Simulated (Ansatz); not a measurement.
Born–Oppenheimer molecular dynamics of H10OSi3 (14 atoms, charge 0, multiplicity 1). It starts at the highest image of a converged band. Of that band: Neighbouring images differ by up to 1.6 eV, so the band resolves the path poorly. A vibrational analysis at the climbing image gives one clearly imaginary mode, 457i cm⁻¹: a first-order saddle point.

All numbers below come from RKS LDA/def2-SVP (Ansatz 0.2.0).

```
ensemble                      : NVE (velocity Verlet)
time step                     : 0.5 fs
steps asked                   : 200
starting velocities drawn for : 300 K
seed                          : 4931
```

First frame:

```xyz
14
Properties=species:S:1:pos:R:3
Si -0.224 -0.282 0.090
Si 0.132 -0.010 2.707
H -0.283 -0.841 3.911
H 1.611 -0.287 2.542
H 0.032 1.435 3.150
H 0.536 1.023 0.071
H -0.839 -0.295 -1.324
H 0.636 -1.513 0.095
O -1.958 -0.481 0.671
Si -3.409 -0.654 -0.273
H -3.302 -1.890 -1.113
H -4.478 -0.790 0.769
H -3.603 0.577 -1.102
H -1.671 -0.425 1.694
```

Task: How far do the bonds stretch over the last three quarters of this one trajectory? (Pairs bonded in most of those frames.)

Result: 
| bond | mean (Å) | spread (Å) | shortest | longest |
| --- | --- | --- | --- | --- |
| Si1–Si2 | 2.431 | 0.146 | 2.23 | 2.62 |
| Si1–H6 | 1.517 | 0.009 | 1.50 | 1.54 |
| Si1–H7 | 1.539 | 0.049 | 1.45 | 1.63 |
| Si1–H8 | 1.518 | 0.012 | 1.50 | 1.54 |
| Si1–O9 | 2.190 | 0.331 | 1.83 | 3.01 |
| Si2–H3 | 1.522 | 0.040 | 1.46 | 1.58 |
| Si2–H4 | 1.513 | 0.031 | 1.46 | 1.56 |
| Si2–H5 | 1.515 | 0.027 | 1.47 | 1.56 |
| O9–Si10 | 1.719 | 0.024 | 1.68 | 1.76 |
| O9–H14 | 0.996 | 0.041 | 0.93 | 1.10 |
| Si10–H11 | 1.514 | 0.074 | 1.40 | 1.62 |
| Si10–H12 | 1.514 | 0.054 | 1.43 | 1.60 |
| Si10–H13 | 1.499 | 0.013 | 1.48 | 1.53 |

Pairs bonded in part of these frames only: Si1–O9 64 %.

Mean temperature of the second half: 460 K. The conserved energy stayed within 0.23 meV per atom of its start (net change 0.022 meV per atom), so the integration is sound. The kinetic energy rose, since the run started high on the potential surface and went downhill. It ends in pieces (H4OSi + H6Si2), so much of that is their flight and rotation, not heat. A run of 0.1 ps of so small a system gives no equilibrium averages. The orbitals stay closed-shell, which can raise the energy where a bond breaks towards radicals; this wasn't checked here.

Run time: 2.2 min on 4 threads of Intel(R) Xeon(R) CPU @ 2.80GHz (Skylake/Cascade Lake), with other jobs on the host, peak memory 0.17 GiB.
